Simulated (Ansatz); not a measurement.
```yaml
crystal:
  periodic: [false, false, false]
  atoms:
    - {symbol: C, position_ang: [-1.369961, 1.071610, -1.101104]}
    - {symbol: Al, position_ang: [-0.301013, -0.315213, -0.248911]}
    - {symbol: B, position_ang: [0.635779, -1.923104, 0.495452]}
    - {symbol: Si, position_ang: [1.598953, -0.546323, 1.274816]}
    - {symbol: H, position_ang: [-0.750715, 1.706022, -1.740533]}
    - {symbol: H, position_ang: [-1.848574, 1.711521, -0.355294]}
    - {symbol: H, position_ang: [-2.154059, 0.629044, -1.720916]}
    - {symbol: H, position_ang: [0.648655, -3.108124, 0.500365]}
    - {symbol: H, position_ang: [0.933506, 0.760879, 0.746372]}
    - {symbol: H, position_ang: [2.690630, -0.037515, 2.152853]}
basis:
  gaussian: {orbitals: def2-mTZVPP}
hamiltonian: {xc: {name: CCSD(T)}, dispersion: d3bj}
output: {forces: true}
```

```sh
$ ansatz run in.yaml --threads 2 --pin off --events-out ev --progress --plain --max-ram 4352MiB
```

Output, abridged:

```
Error: YAML parse error: error: line 16 column 19: hamiltonian.xc: no functional is named "CCSD(T)"; the names, which are not case-sensitive, are SVWN5, SPW92, PBE, PBE0, PBEsol, revPBE, revPBE0, RPBE, rPW86-PBE, HSE06, wPBEh, LC-wPBE, HISS, HF, BLYP, B3LYP, B3LYP5, BHLYP, CAM-B3LYP, r2SCAN, r2SCANh, r2SCAN0, r2SCAN50, m-r2SCAN, B97, wB97, wB97X, wB97X-V, B97M-V, wB97M-V, B2PLYP, B2GP-PLYP, PBE0-DH, PBE-QIDH
14 | basis:
15 |   gaussian: {orbitals: def2-mTZVPP}
16 | hamiltonian: {xc: {name: CCSD(T)}, dispersion: d3bj}
17 | output: {forces: true}
```

In this input the method's name isn't one that the program takes here. The input was rejected before any iteration.
